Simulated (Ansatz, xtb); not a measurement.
# Two isomers of C2H7BSi

We compare I, `B/C=C\[SiH3]`, a singlet, with II, `B/C=C/[SiH3]`, a singlet. Both are isolated molecules in the gas phase, relaxed with PBE0-D3(BJ)/def2-SVP; the shapes shown needn't be the lowest conformers.

I (Å):

```csv
atom,x (Å),y (Å),z (Å)
C,-2.7042,1.9519,-0.0010
C,-1.7983,1.4863,0.8924
B,-2.7801,1.4320,-1.4526
Si,-0.4889,0.1582,0.5687
H,-3.5926,1.8557,-2.2407
H,-2.0065,0.5748,-1.8196
H,-3.4004,2.7286,0.3442
H,-1.8083,1.9082,1.9091
H,0.2813,-0.0263,1.8361
H,-1.1105,-1.1482,0.1999
H,0.4617,0.5730,-0.5051
```

II (Å):

```yaml
atoms:
  - { symbol: C, position_ang: [-1.6646, 1.7618, 0.6126] }
  - { symbol: C, position_ang: [-1.6631, 0.9601, -0.4786] }
  - { symbol: B, position_ang: [-1.3434, 3.2702, 0.5049] }
  - { symbol: Si, position_ang: [-2.0408, -0.8804, -0.4718] }
  - { symbol: H, position_ang: [-1.0800, 3.7364, -0.5814] }
  - { symbol: H, position_ang: [-1.3496, 3.9925, 1.4748] }
  - { symbol: H, position_ang: [-1.9037, 1.3074, 1.5842] }
  - { symbol: H, position_ang: [-1.4211, 1.4300, -1.4436] }
  - { symbol: H, position_ang: [-2.3459, -1.3211, 0.9214] }
  - { symbol: H, position_ang: [-3.2103, -1.1640, -1.3594] }
  - { symbol: H, position_ang: [-0.8673, -1.6435, -0.9978] }
```

Q: Estimate E(II) − E(I) at the level CCSD(T)/def2-SVP + ΔMP2/def2-TZVPP.

A: Too close to call at this level: CCSD(T)/def2-SVP + ΔMP2/def2-TZVPP gives E(II) − E(I) = −0.074 eV.

Level by level:

| level | geometry | E(II) − E(I) (eV) | departure from the last row (eV) | job, with rough time for the two |
| --- | --- | --- | --- | --- |
| GFN2-xTB | GFN2-xTB | −0.020 | +0.054 | optimisation, 0.36 s |
| HF/STO-3G | GFN2-xTB | −0.045 | +0.029 | single point, 0.79 s |
| r2SCAN-D4/def2-SVP | GFN2-xTB | −0.020 | +0.054 | single point, 5.3 s |
| PBE0-D3(BJ)/def2-SVP | PBE0-D3(BJ)/def2-SVP | −0.065 | +0.009 | optimisation, 1.9 min |
| HF/def2-SVP | PBE0-D3(BJ)/def2-SVP | −0.105 | −0.031 | part of the CCSD(T) run |
| MP2/def2-SVP | PBE0-D3(BJ)/def2-SVP | −0.084 | −0.010 | part of the CCSD(T) run |
| CCSD(T)/def2-SVP | PBE0-D3(BJ)/def2-SVP | −0.076 | −0.002 | single point |
| CCSD(T)/def2-SVP + ΔMP2/def2-TZVPP | PBE0-D3(BJ)/def2-SVP | −0.074 |  | single point, 37 s |

As drawn, both hold the same kinds of bond in the same numbers.

GFN2-xTB, r2SCAN-D4/def2-SVP find them nearly level. The largest departure from CCSD(T)/def2-SVP + ΔMP2/def2-TZVPP is that of GFN2-xTB, 0.054 eV. The last row adds to CCSD(T) the change of the MP2 difference between the two basis sets, here +0.002 eV.

With harmonic frequencies from PBE0-D3(BJ)/def2-SVP (ideal gas, rigid rotor, one conformer each, 298.15 K, 1 atm): the zero-point term adds −0.006 eV; ΔH is −0.076 and ΔG −0.087 eV.

The correlated steps freeze 8 core orbitals. Run with Ansatz 0.2.0, xtb 6.7.1; the last row on 2 threads of Intel(R) Xeon(R) Processor @ 2.50GHz (Skylake/Cascade Lake) on a shared host.
